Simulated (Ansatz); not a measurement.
Consider the substitution at a C–C bond: `[CH3][Cd][CH](C)C` + `FC(F)(F)[SeH]` → `C[Se]C(F)(F)F` + `C[CH2][Cd][CH3]`.

Computed with Ansatz on PBE0-D4/def2-TZVP structures; ΔE is electronic, products minus reactants. CBS: MP2 limit from def2 TZ/QZ plus the TZ coupled-cluster correction, frozen cores. Functionals use def2-TZVPP. def2 core potentials past Kr. For Cd, Se outer-core shells are correlated without core-valence functions, which leaves a few kJ/mol of doubt a bond. Scalar relativity is left out up to krypton. One conformer a species, not always the lowest.

Q: Is it downhill or uphill in electronic energy at CCSD(T)/CBS, and by how much? (Estimate.)

A: Ansatz gave: Downhill: ΔE = -0.16 eV.

Q: What do these levels give: PBE-D4, r2SCAN-D4, PBE0-D4, r2SCAN0, RPA@PBE/def2-TZVPP, CCSD(T)/def2-TZVPP? (An estimate is asked.)

A: The calculation gave: PBE-D4 -0.16, r2SCAN-D4 -0.16, PBE0-D4 -0.16, r2SCAN0 -0.17, RPA@PBE/def2-TZVPP -0.14, CCSD(T)/def2-TZVPP -0.15 eV.

Largest T1 diagnostic among the species: 0.012.

At CCSD(T), def2-SVP lies +0.19 eV from the extrapolated value and def2-TZVPP +0.01 eV. Leaving LDA and LC-ωPBE aside and taking each functional with its dispersion term where it has one, the values, not all of them listed here, spread over 0.04 eV, from B2PLYP to B97M-V. LDA lies +0.09 eV from PBE without D4.
